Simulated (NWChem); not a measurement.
System meant: InH, singlet; SMILES [InH]

Here is an NWChem input.

```
start job
memory heap 200 mb stack 700 mb global 900 mb
geometry units angstroms noautoz
  In     0.000000     0.000000    -0.014080
  H      0.000000     0.000000    -1.877363
end
basis spherical
  In library def2-svp
  H library def2-svp
end
ecp
  In library def2-ecp
end
dft
  odft
  mult 2
  xc xpbe96 cpbe96
  iterations 150
  mulliken
end
task dft energy
```

End of the output:

```
 ==============================================================================
                                internuclear distances
 ------------------------------------------------------------------------------
       center one      |      center two      | atomic units |  angstroms
 ------------------------------------------------------------------------------
    2 H                |   1 In               |     3.52109  |     1.86328
 ------------------------------------------------------------------------------
                         number of included internuclear distances:          1
 ==============================================================================

 Summary of "ao basis" -> "" (spherical)
 ------------------------------------------------------------------------------
       Tag                 Description            Shells   Functions and Types
 ---------------- ------------------------------  ------  ---------------------
 In                         def2-svp                10       26   4s4p2d
 H                          def2-svp                 3        5   2s1p

 Summary of "ao basis" -> "ao basis" (spherical)
 ------------------------------------------------------------------------------
       Tag                 Description            Shells   Functions and Types
 ---------------- ------------------------------  ------  ---------------------
 In                         def2-svp                10       26   4s4p2d
 H                          def2-svp                 3        5   2s1p

      Symmetry analysis of basis
      --------------------------

        a1         13
        a2          0
        b1          2
        b2          2
        e          14

  number of electrons :                   22
  multiplicity        :                    2
 ------------------------------------------------------------------------
  no. of electrons and multiplicity not compatible                  22
 ------------------------------------------------------------------------
 ------------------------------------------------------------------------
  current input line :
    21: task dft energy
 ------------------------------------------------------------------------
 ------------------------------------------------------------------------
 There is an error in the input file
 ------------------------------------------------------------------------
 For more information see the NWChem manual at https://nwchemgit.github.io

0: no. of electrons and multiplicity not compatible:Received an Error in Communication
```

Can this run be used? If not, why, and what is the fix?

The input was rejected before any calculation. Cause: the multiplicity doesn't fit the number of electrons (an even count wants an odd multiplicity, and the reverse). This input runs:
```
start job
memory heap 200 mb stack 700 mb global 900 mb
geometry units angstroms noautoz
  In     0.000000     0.000000    -0.014080
  H      0.000000     0.000000    -1.877363
end
basis spherical
  In library def2-svp
  H library def2-svp
end
ecp
  In library def2-ecp
end
dft
  xc xpbe96 cpbe96
  iterations 150
  mulliken
end
task dft energy
```
It converges to -190.70693 Ha (PBE/def2-SVP with def2 effective core potentials on In).
